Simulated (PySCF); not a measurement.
## Bond curve of LiI

Set-up: basis Li cc-pVTZ, I cc-pVTZ-PP with ECP28; scalar-relativistic core potentials; PySCF 2.14. Energies in eV from Li + I in their ground configurations at the same level. State: ¹Σ⁺ (singlet), closed shell.

All columns are PBE0. A positive dipole means Li(−)I(+).

| R (Å) | E (eV) | μ (D) | Mulliken charge on Li (basis-dependent) | HOMO (eV) | LUMO (eV) | Mayer bond order | ⟨S²⟩ |
| --- | --- | --- | --- | --- | --- | --- | --- |
| 2.062 | -3.206 | -5.90 | 0.12 | -6.73 | -1.29 | 1.47 | 0.00 |
| 2.158 | -3.480 | -6.25 | 0.17 | -6.60 | -1.34 | 1.38 | 0.00 |
| 2.254 | -3.632 | -6.61 | 0.22 | -6.48 | -1.40 | 1.30 | 0.00 |
| 2.326 | -3.687 | -6.88 | 0.25 | -6.39 | -1.45 | 1.24 | 0.00 |
| 2.398 | -3.701 | -7.16 | 0.29 | -6.31 | -1.51 | 1.19 | 0.00 |
| 2.470 | -3.685 | -7.45 | 0.32 | -6.23 | -1.57 | 1.13 | 0.00 |
| 2.566 | -3.626 | -7.84 | 0.36 | -6.13 | -1.65 | 1.07 | 0.00 |
| 2.686 | -3.511 | -8.34 | 0.41 | -6.01 | -1.76 | 1.00 | 0.00 |
| 2.830 | -3.334 | -8.95 | 0.46 | -5.87 | -1.89 | 0.92 | 0.00 |
| 3.022 | -3.064 | -9.78 | 0.51 | -5.70 | -2.08 | 0.84 | 0.00 |

A fit through these points gives, at Re = 2.393 Å, μ = -7.14 D and dμ/dR = -3.96 D/Å; the reduced mass is 6.648 u.

Problem. How strong is the fundamental in the double-harmonic approximation, I = 42.26·(dμ/dR)²/μred km/mol?

Solution. I = 42.26·(-3.96)²/6.648 = 99.7 km/mol at PBE0.

These are scalar-relativistic numbers at best; spin–orbit coupling would shift them, the dissociation energy most.
